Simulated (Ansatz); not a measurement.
Computed with Ansatz on PBE0-D4/def2-TZVP structures; ΔE is electronic, products minus reactants. CCSD(T)/CBS is the MP2 limit (def2-TZVPP, def2-QZVPP) plus CCSD(T) − MP2 in def2-TZVPP, frozen cores. Functionals use def2-TZVPP. For Br, Ga outer-core shells are correlated without core-valence functions, which leaves a few kJ/mol of doubt a bond. Scalar relativity is left out up to krypton. One conformer a species, not always the lowest.

`B[CH2][GaH][CH3]` + `N=CBr` → `C/N=C\Br` + `B[CH2][GaH2]`  (substitution at a C–Ga bond)

```tsv
species	PBE0 energy (Eh)
`B[CH2][GaH][CH3]`	-2030.35393
`N=CBr`	-2667.82112
`C/N=C\Br`	-2707.10046
`B[CH2][GaH2]`	-1991.06097
```

Q: Work out ΔE.

A: ΔE = (-2707.10046) + (-1991.06097) − (-2030.35393) − (-2667.82112) = 0.01362 Eh = +35.8 kJ/mol. CCSD(T)/CBS gives +42.9 kJ/mol.

Largest T1 diagnostic among the species: 0.012.

In def2-TZVPP, CCSD(T) changes the Hartree–Fock value by +6.4 kJ/mol (the triples alone add −1.4 kJ/mol) and MP2 by +7.9 kJ/mol. From PBE to PBE0 (25 % exact exchange), in def2-TZVPP and without D4, ΔE moves by +3.7 kJ/mol.
